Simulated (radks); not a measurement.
Results of a calculation; reference values are marked as such.
Problem. These are the eigenvalues of the occupied orbitals of an atom or ion with whole-number occupations (hartree). Code: a radial shooting solver on a logarithmic mesh with Libxc functionals. Model: Dirac Kohn-Sham, PBE, spin-unpolarised, spherical densities, finite nucleus; Fermi nuclear charge, rms radius of each element as measured or else 0.836 A^(1/3) + 0.57 fm.

1s1/2: -930.7610
2s1/2: -137.4188
2p1/2: -127.7369
2p3/2: -121.2939
3s1/2: -25.58576
3p1/2: -21.73424
3p3/2: -20.59710
3d3/2: -13.77968
3d5/2: -13.55068
4s1/2: -3.96072
4p1/2: -2.74578
4p3/2: -2.55703
4d3/2: -0.72159
4d5/2: -0.69934
5s1/2: -0.46919

Which element is it, and in what charge state? The configuration may be excited.

Solution. Z = 47, silver, charge +1: Ag+ in [Kr] 4d(3/2: 3, 5/2: 6) 5s1. The list shows which subshells hold electrons but not how many an open one holds; the 1s level, -930.76 hartree, gives Z - s = 43.1 by -(Z - s)^2/2, which with screening and relativity narrows Z to a few neighbours, and the depths of the outer levels then fix element, charge and occupations together.
